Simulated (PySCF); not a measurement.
# How the method moves the HOMO and LUMO of `FCC/C=N/[SiH3]`

Species: C3H8FNSi.
SMILES with atom numbers: `[F:1][CH2:2][CH2:3]/[CH:4]=[N:5]/[SiH3:6]` (hydrogens: H7, H8 on C2; H9, H10 on C3; H11 on C4; H12, H13, H14 on Si6)

Structure used (PBE0-D3(BJ)/def2-SVP), in Å, numbered top down from 1:
```xyz
14
C3H8FNSi angstrom
F     -4.0710    0.1148    0.5355
C     -2.6998    0.1041    0.6178
C     -2.1178   -0.2931   -0.7186
C     -0.6245   -0.3545   -0.7293
N      0.0798   -0.0962    0.2910
Si     1.8313   -0.1476    0.3386
H     -2.3476    1.1051    0.9141
H     -2.3890   -0.6037    1.4029
H     -2.4492    0.4109   -1.5036
H     -2.5169   -1.2760   -1.0290
H     -0.1820   -0.6456   -1.7099
H      2.3299    1.2029    0.7271
H      2.4230   -0.5346   -0.9875
H      2.2448   -1.1390    1.3728
```

Basis pcSseg-1 throughout (PySCF), one geometry. The structure is a single PBE0-D3(BJ)/def2-SVP conformer in the gas phase; no vibrational or solvent corrections.

Task: How do the orbital energies, the gap and the dipole change with the method?

Result: 
```csv
method,kind,HOMO (eV),LUMO (eV),gap (eV),μ (D),SCF cycles
B97-2,global hybrid,-7.09,-0.87,6.22,2.03,14
PBE0,global hybrid,-7.35,-0.81,6.55,2.05,14
mPW1PW91,global hybrid,-7.39,-0.82,6.57,2.07,14
BHandHLYP,global hybrid,-8.72,0.44,9.15,2.24,13
CAM-B3LYP,range-separated hybrid,-8.75,0.44,9.18,2.14,14
wB97X-D,range-separated hybrid,-9.26,1.04,10.30,2.12,14
LC-wPBE,range-separated hybrid,-10.09,1.60,11.69,2.20,14
```

The HOMO spans 3.00 eV, from B97-2 down to LC-wPBE, and the gap runs from 6.22 eV (B97-2) to 11.69 eV (LC-wPBE). Over the methods B97-2 (21 %), PBE0 (25 %), mPW1PW91 (25 %), BHandHLYP (50 %), a straight line through the gap against the share of exact exchange rises by 1.03 eV for each 10 % (correlation coefficient 1.000). The dipole ranges from 2.03 D (B97-2) to 2.24 D (BHandHLYP). This basis has no diffuse functions.
